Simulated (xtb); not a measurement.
C$_{2}$H$_{6}$Se, charge +1, doublet, geometry from GFN2-xTB (a state made from the parent by changing its charge; the spin is typed, not shown lowest). Base run: GFN2-xTB (xtb).

Geometry (Å):
```xyz
9

C      1.4365    -0.3319     0.7723
Se     0.0178     0.1643    -0.4258
C     -1.4974    -0.2318     0.6886
H      1.3934    -1.4035     0.9719
H      2.3927    -0.0897     0.3136
H      1.3337     0.2025     1.7169
H     -1.4485    -1.2642     1.0349
H     -2.4108    -0.0769     0.1182
H     -1.4989     0.4275     1.5577
```
Charge +1, spin multiplicity 2.
All else is at xtb's defaults.
Base energy -10.02405 Eh.

Variants of this job, named by their change:

| change | ΔE vs base (kcal/mol) | SCF cycles |
|---|---|---|
| base | 0.000 | 10 |
| acc = 0.1 | 0.000 | 12 |
| etemp = 10000 | -22.23 | 10 |
| etemp = 5000 | -3.62 | 10 |
| alpb = methanol | -54.90 | 9 |
| file = coord | 0.000 | 10 |

ALPB and GBSA are two models with their own fitted parameters for each solvent, which aren't always the measured dielectric constant.
